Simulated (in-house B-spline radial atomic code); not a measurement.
Configurations of the xenon ion Xe²⁺, with energies counted from [Kr] 4d10 5s2 5p4. Computed with an all-electron radial atomic-structure program (B-spline basis): scalar-relativistic (X2C) AM05, spin-polarised, spherical fractional occupations, Fermi nucleus of rms radius 4.7859 fm. Shells without spins written out take the highest spin.

Occupations are held fixed; configurations that lie above the ionisation limit could autoionise.

```json
{"configuration": "[Kr] 4d10 5s1 5p5", "E - E(ref) (eV)": "12.7", "highest orbital": "5p down", "its <r> (bohr)": "2.089"}
{"configuration": "[Kr] 4d10 5s1 5p4 6d1", "E - E(ref) (eV)": "34.941", "highest orbital": "6d up", "its <r> (bohr)": "6.328"}
{"configuration": "[Kr] 4d9 4f1 5s2 5p4", "E - E(ref) (eV)": "75.936", "highest orbital": "4f up", "its <r> (bohr)": "2.03"}
{"configuration": "[Kr] 4d(5 up, 4 down) 5s2 5p(2 up, 2 down) 5f(0 up, 1 down)", "E - E(ref) (eV)": "83.259", "highest orbital": "5f down", "its <r> (bohr)": "6.195"}
{"configuration": "[Ar] 3d10 4s2 4p5 4d10 5s2 5p4 5d1", "E - E(ref) (eV)": "154.61", "highest orbital": "5d up", "its <r> (bohr)": "2.802"}
{"configuration": "[Ar] 3d10 4s2 4p5 4d10 5s2 5p4 6p1", "E - E(ref) (eV)": "159.39", "highest orbital": "6p up", "its <r> (bohr)": "4.6"}
{"configuration": "[Ar] 3d9 4s2 4p6 4d10 5s2 5p4 6d1", "E - E(ref) (eV)": "690.33", "highest orbital": "6d up", "its <r> (bohr)": "6.205"}
```

Order these further configurations by energy, lowest first.
A. [Kr] 4d9 5s2 5p4 5f1
B. [Kr] 4d10 5s(0 up, 1 down) 5p(1 up, 3 down) 6s(0 up, 1 down)
C. [Ar] 3d9 4s2 4p6 4d10 5s2 5p4 5d1
D. [Kr] 4d10 4f1 5s2 5p3
E. [Ar] 3d10 4s2 4p(2 up, 3 down) 4d10 4f(1 up, 0 down) 5s2 5p(1 up, 3 down)

D (18.993 eV), B (27.53 eV), A (82.183 eV), E (159.67 eV), C (681.3 eV).

How far above the reference does [Ar] 3d10 4s2 4p5 4d10 5s2 5p4 6f1 lie?

167.33 eV; its least bound orbital is 6f up with <r> = 10.25 bohr.

How far above the reference does [Ar] 3d(5 up, 4 down) 4s2 4p6 4d10 5s2 5p(1 up, 3 down) 6p(1 up, 0 down) lie?

686.42 eV; its least bound orbital is 6p up with <r> = 4.641 bohr.
